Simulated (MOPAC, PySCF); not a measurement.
C3H2O2, SMILES `C#COC=O` (C–O–C–O torsion 0°), neutral singlet in the gas phase. 

Cartesian coordinates (Å):
```xyz
7

C     -1.8559     0.1705    -0.7880
C     -0.7201    -0.1926    -0.7135
O      0.5122    -0.6442    -0.6885
C      1.4080    -0.0674     0.2029
O      1.1524     0.8101     0.9540
H     -2.8625     0.5015    -0.8449
H      2.3659    -0.5780     0.0684
```
Charge 0, spin multiplicity 1.

All levels are single points at this geometry (B3LYP-D3(BJ)/def2-TZVP); Pople sets use spherical d functions. Orbital energies aren't observables, and empty levels follow the basis.

B3LYP/3-21G in PySCF gives dipole (D) = 1.04.

Task: Estimate the dipole (D) from each of these levels: B3LYP-D3(BJ)/def2-TZVP in PySCF; M06-2X/def2-TZVP in PySCF; PBE/6-31G* in PySCF; SVWN5/6-31G* in PySCF; HF/3-21G in PySCF; HF/STO-3G in PySCF; PM3 in MOPAC; PM7 in MOPAC.

Result: 
```json
[
 {"level": "B3LYP-D3(BJ)/def2-TZVP in PySCF", "dipole (D)": "1.42"},
 {"level": "M06-2X/def2-TZVP in PySCF", "dipole (D)": "1.43"},
 {"level": "PBE/6-31G* in PySCF", "dipole (D)": "1.20"},
 {"level": "SVWN5/6-31G* in PySCF", "dipole (D)": "1.19"},
 {"level": "HF/3-21G in PySCF", "dipole (D)": "1.29"},
 {"level": "HF/STO-3G in PySCF", "dipole (D)": "0.78"},
 {"level": "PM3 in MOPAC", "dipole (D)": "1.38"},
 {"level": "PM7 in MOPAC", "dipole (D)": "1.73"}
]
```
